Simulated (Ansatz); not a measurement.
## Ligand exchange: SiH2(CH3)Br + CH2BrF → SiH2(CH3)F + CH2Br2

Species: SiH2(CH3)Br, singlet; CH2BrF (bromofluoromethane) `FCBr`, singlet; SiH2(CH3)F, singlet; CH2Br2 (dibromomethane) `BrCBr`, singlet. The partners trade Br for F: Si–Br and C–F bonds give way to Si–F and C–Br.

Shapes, held fixed at every level: PBE0-D4/def2-TZVP. Programs: Ansatz 0.2.0. The zero-point and thermal change to 298 K, harmonic and unscaled (PBE0-D4/def2-TZVP), is -2.0 kJ/mol.

Question: Estimate ΔH(298 K) of this reaction.

Answer: The highest level, CCSD(T)/def2-TZVPP, gives ΔH(298 K) = -62.9 kJ/mol; the levels span -69.5 to -40.3. The column of differences is taken from that level and isn't an error. No measured value is set beside it here. Relativity is left out for Br. Outer-core shells of Br are correlated in most correlated rows, in sets that cover them unevenly.

```csv
level,kind,ΔH(298 K) (kJ/mol),less CCSD(T)/def2-TZVPP
SPW92/def2-TZVPP,LDA,-46.5,+16.4
r2SCAN-D4/def2-TZVPP,meta-GGA,-51.6,+11.3
B3LYP-D4/def2-TZVPP,global hybrid,-56.8,+6.1
wB97X-V/def2-TZVPP,range-separated hybrid,-52.9,+10.0
MP2/def2-SVP,perturbation theory,-46.5,+16.4
MP2/def2-TZVPP,perturbation theory,-69.5,-6.6
CCSD(T)/def2-SVP,coupled cluster or CI,-40.3,+22.6
CCSD(T)/def2-TZVPP,coupled cluster or CI,-62.9,0.0
```
